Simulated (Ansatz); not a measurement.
`[CH3][Sn][Cl]` + CH₃OH → `C[O][Sn][CH3]` + HCl at 600 K and 1 bar (ligand exchange at the Sn–Cl bond).

Computed with Ansatz on PBE0-D4/def2-TZVP structures; ΔE is electronic, products minus reactants. CCSD(T)/CBS adds triple-zeta CCSD(T) − MP2 to the extrapolated MP2 energy (def2 sets, frozen cores). This one scheme is used for every species. def2 core potentials past Kr. For Sn outer-core shells are correlated without core-valence functions, which leaves a few kJ/mol of doubt a bond. Each species was taken in one conformer, which may not be the lowest.

```
        species  CCSD(T)/CBS energy (Eh)  H − E (kJ/mol)  S (J/(mol·K))
`[CH3][Sn][Cl]`               -713.71101           134.6          379.2
          CH₃OH               -115.61712           163.6          277.3
`C[O][Sn][CH3]`               -368.91992           256.3          435.5
            HCl               -460.38127            35.4          207.2
```

H − E and S are ideal-gas, rigid-rotor, harmonic terms from PBE0-D4/def2-TZVP, for one conformer and one mirror image of each species. 1 Eh = 2625.50 kJ/mol, R = 8.31446 J/(mol·K).

Problem. By hand: ΔE, ΔH, ΔS and ΔG.

Solution. ΔE = (-368.91992) + (-460.38127) − (-713.71101) − (-115.61712) = 0.02694 Eh = 70.7 kJ/mol. Δ(H − E) = 256.3 + 35.4 − 134.6 − 163.6 = -6.5, so ΔH = 64.2 kJ/mol. ΔS = 435.5 + 207.2 − 379.2 − 277.3 = -13.8 J/(mol·K). ΔG = 64.2 − 600 × (-13.8)/1000 = 72.5 kJ/mol.

Problem. By hand: the equilibrium constant, and the temperature at which ΔG would vanish if ΔH and ΔS stayed fixed.

Solution. log₁₀ K = −ΔG/(RT ln 10) = -6.3. ΔH and −TΔS have one sign here, so there is no such temperature.

The number of gas molecules stays the same, so ΔS is small and ΔH decides. A doubt of 5 kJ/mol in ΔE shifts log₁₀ K by 0.4 here. Other conformers and mirror images would add mixing entropy, several J/(mol·K) or more a flexible species. These are equilibria of isolated gas molecules and say nothing of rates. Largest T1 diagnostic: 0.017 (customary marks: 0.02 for closed shells, 0.045 for open ones).
